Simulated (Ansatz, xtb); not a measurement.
# C5H8SSi: 6 structures ranked

6 gas-phase structures of C5H8SSi, from a drawn sample of its isomers (lower ones may exist). Each was relaxed with GFN2-xTB; where two conformers were screened, the lower at r2SCAN-D4/def2-SVP is listed:

A. `[SiH3]SC1=CC=CC1`, a singlet
B. `C=C1CC(=S)C[SiH2]1`, a singlet
C. `C#C[C@@H]1C[SiH2]SC1`, a singlet
D. `C#C[Si@@H]1CCCS1`, a singlet
E. `Cc1csc([SiH3])c1`, a singlet
F. `C#C[C@@H]1CCS[SiH2]1`, a singlet

Q: Make a reasoned guess at their ranking by r2SCAN-D4/def2-SVP single-point energy.

A: Calculated order at r2SCAN-D4/def2-SVP: E (0.0), A (10.2), D (12.3), B (20.5), F (24.4), C (25.1) kcal/mol. Less than 1 kcal/mol parts F and C, so the order within that pair means little.

Energies above the lowest of each column, in kcal/mol; the last columns are at B3LYP-D3(BJ)/def2-SVP geometries and were run for some of them only (a dash: not run or not comparable):

```
structure  GFN2-xTB  HF/STO-3G  r2SCAN-D4/def2-SVP  B3LYP-D3(BJ)/def2-SVP  CCSD(T)/def2-SVP + ΔMP2/def2-TZVPP
        E       4.0        0.5                 0.0                    0.0                                 0.0
        A       0.0       17.9                10.2                    8.2                                 8.9
        D      27.4        0.0                12.3                   10.4                                 5.0
        B      27.6       29.2                20.5                      –                                   –
        F      20.5       16.0                24.4                      –                                   –
        C      20.7       16.0                25.1                      –                                   –
```

CCSD(T)/def2-SVP + ΔMP2/def2-TZVPP puts E lowest of those it was run on; GFN2-xTB picks A, HF/STO-3G picks D. CCSD(T)/def2-SVP + ΔMP2/def2-TZVPP orders those it was run on as E (0.0), D (5.0), A (8.9) kcal/mol. Flexible structures stand in one conformer each, not always the lowest. Frequencies (GFN2-xTB) were run for A, D, E alone. The ΔMP2 step shifts differences by up to 4.9 kcal/mol, which makes them less sure. ΔMP2 is the change of the MP2 energy from the smaller to the larger basis.

Over these structures GFN2-xTB departs from r2SCAN-D4/def2-SVP by 7.5 kcal/mol on average once a common shift is removed. A GFN2-xTB relaxation took about 0.097 s and the r2SCAN-D4/def2-SVP energy about 1.7 s on a shared host (Ansatz 0.2.0, xtb 6.7.1).
